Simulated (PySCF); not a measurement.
# Cr: electron affinity

Cr⁻ [Ar] 3d5 4s2 (6S) → Cr [Ar] 3d5 4s1 (7S), as a difference of total energies. Calculation: PySCF 2.14, in aug-cc-pVTZ (8s7p5d3f2g, 93 functions); the non-relativistic Hamiltonian (point nucleus). Correlated levels: valence: [Ar] frozen. The calculations carry no spin-orbit coupling.

| method | electron affinity (eV) | difference from reference (eV) |
| --- | --- | --- |
| UHF | -0.284 | -0.960 |
| MP2 (valence) | 0.129 | -0.547 |
| SCS-MP2 (valence) | 0.227 | -0.449 |
| CCSD (valence) | 0.484 | -0.192 |
| CCSD(T) (valence) | 0.596 | -0.080 |

Reference: 0.676 eV (measured; photodetachment measurements, as compiled on the Wikipedia data page of electron affinities).

These non-relativistic numbers lack the scalar-relativistic shift.

Errors of the correlated levels include the incompleteness of this basis and the frozen core.

A negative affinity means that the anion lies above the atom at that level of theory.

The coupled-cluster amplitudes are large for Cr⁻ (T1 above 0.03 or a double amplitude above 0.15), so a single reference is strained.
